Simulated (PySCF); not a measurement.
CH₃Si, SMILES C[Si] (connectivity only; charge and spin as stated), charge +1, multiplicity 1.

Geometry optimised at PBE0-D3(BJ)/def2-TZVP. The multiplicity is an assumed one; other spin states were not compared. The isomer is the one that the SMILES or the coordinates give; other isomers of the formula were not compared.

Vertical ionisation energy (IE) and electron affinity (EA) in eV. Rows of orbital energies are one-electron estimates. Where ΔSCF, EOM or ADC give a negative EA the extra electron is unbound and the value depends on the basis.

| level | IE | EA |
|---|---|---|
| −ε(HOMO), −ε(LUMO), CAM-B3LYP/def2-TZVPD (PySCF) | 15.71 | 8.09 |
| −ε(HOMO), −ε(LUMO), HF/def2-TZVPD (PySCF) | (withheld) | (withheld) |
| ADC(2)/aug-cc-pVDZ (PySCF) | 16.69 | 6.85 |

Question: Fill in the missing entries. (Estimate from the structure and the level; the computed values follow.)

Answer: 
- −ε(HOMO), −ε(LUMO), HF/def2-TZVPD (PySCF), IE: 17.00
- −ε(HOMO), −ε(LUMO), HF/def2-TZVPD (PySCF), EA: 5.84

Question: Beyond the first one, list the lowest photoelectron lines from ADC(2)/aug-cc-pVDZ in PySCF with their pole strengths (two spins summed). (The exact figures need the calculation; the answer reports its results.)

Answer: 20.25 eV (1.81), 20.25 eV (1.81), 22.22 eV (1.81).
